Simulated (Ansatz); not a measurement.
Consider the hydrogenolysis of a C–O bond: `O[C@@H]1S[Si@H]1F` + H₂ → `F[SiH]1CS1` + H₂O.

Computed with Ansatz on PBE0-D4/def2-TZVP structures; ΔE is electronic, products minus reactants. CCSD(T)/CBS adds triple-zeta CCSD(T) − MP2 to the extrapolated MP2 energy (def2 sets, frozen cores). This one scheme is used for every species. Functionals use def2-TZVPP. B3LYP here is the variant with VWN-RPA as its local correlation; programs differ in this. HSE06 is defined as in plane-wave codes. One conformer a species, not always the lowest.

`O[C@@H]1S[Si@H]1F`:

```xyz
8

O     1.581   -0.609   -0.130
C     0.573    0.310    0.024
S    -0.469    0.192    1.653
Si   -1.173   -0.183   -0.244
F    -2.183    0.833   -0.931
H     2.337   -0.352    0.408
H     0.871    1.350   -0.102
H    -1.537   -1.540   -0.678
```

H₂:

```xyz
2

H     0.208   -0.168    0.260
H    -0.208    0.168   -0.260
```

`F[SiH]1CS1`:

Cartesian coordinates in Å:
```
F 1.510 0.253 -1.509
Si 0.590 0.587 -0.257
C -0.545 -0.691 0.374
S -1.454 0.733 -0.476
H 1.335 1.515 0.607
H -0.652 -1.626 -0.167
H -0.785 -0.772 1.429
```

H₂O:

```xyz
3

O    -0.371    0.105    0.051
H     0.389    0.680   -0.064
H    -0.017   -0.786    0.013
```

| level | ΔE (kJ/mol) | difference from CCSD(T)/CBS |
| --- | --- | --- |
| PBE-D4 | -90.1 | 19.5 |
| BLYP-D4 | -86.9 | 22.7 |
| B97M-V | -102.8 | 6.8 |
| PBE0-D4 | -101.3 | 8.3 |
| B3LYP-D4 | -96.9 | 12.7 |
| r2SCANh-D4 | -98.8 | 10.8 |
| r2SCAN0-D4 | -103.8 | 5.8 |
| HSE06-D4 | -101.1 | 8.5 |
| CAM-B3LYP-D4 | -101.3 | 8.3 |
| ωB97X-V | -101.7 | 7.9 |
| ωB97M-V | -103.3 | 6.3 |
| B2PLYP | -104.5 | 5.1 |
| PBE-QIDH | -109.3 | 0.3 |
| PBE | -93.5 | 16.1 |
| revPBE | -95.9 | 13.7 |
| BLYP | -94.3 | 15.3 |
| r2SCAN | -95.9 | 13.7 |
| PBE0 | -104.2 | 5.4 |
| B3LYP | -102.4 | 7.2 |
| r2SCANh | -99.7 | 9.9 |
| r2SCAN0 | -104.9 | 4.7 |
| HSE06 | -103.8 | 5.8 |
| BHLYP | -111.3 | -1.7 |
| CAM-B3LYP | -104.3 | 5.3 |
| LC-ωPBE | -109.9 | -0.3 |
| RPA@PBE/def2-TZVPP | -102.4 | 7.2 |
| HF/def2-SVP | -110.7 | -1.1 |
| MP2/def2-SVP | -92.7 | 16.9 |
| CCSD/def2-SVP | -96.8 | 12.8 |
| CCSD(T)/def2-SVP | -91.2 | 18.4 |
| HF/def2-TZVPP | -121.1 | -11.5 |
| MP2/def2-TZVPP | -108.8 | 0.8 |
| SCS-MP2/def2-TZVPP | -108.8 | 0.8 |
| CCSD/def2-TZVPP | -112.9 | -3.3 |
| CCSD(T)/def2-TZVPP | -107.2 | 2.4 |
| HF/def2-QZVPP | -121.8 | -12.2 |
| MP2/def2-QZVPP | -110.4 | -0.8 |
| SCS-MP2/def2-QZVPP | -110.5 | -0.9 |
| HF/CBS(def2) | -121.8 | -12.2 |
| MP2/CBS(def2) | -111.2 | -1.6 |
| CCSD(T)/CBS | -109.6 | 0 |

Largest T1 diagnostic among the species: 0.013.

From BLYP to BHLYP (50 % exact exchange), in def2-TZVPP and without D4, ΔE moves by −17.1 kJ/mol. Leaving LDA and LC-ωPBE aside and taking each functional with its dispersion term where it has one, the values, not all of them listed here, spread over 23.0 kJ/mol, from PBE-QIDH to revPBE-D4. LDA lies +7.1 kJ/mol from PBE without D4.
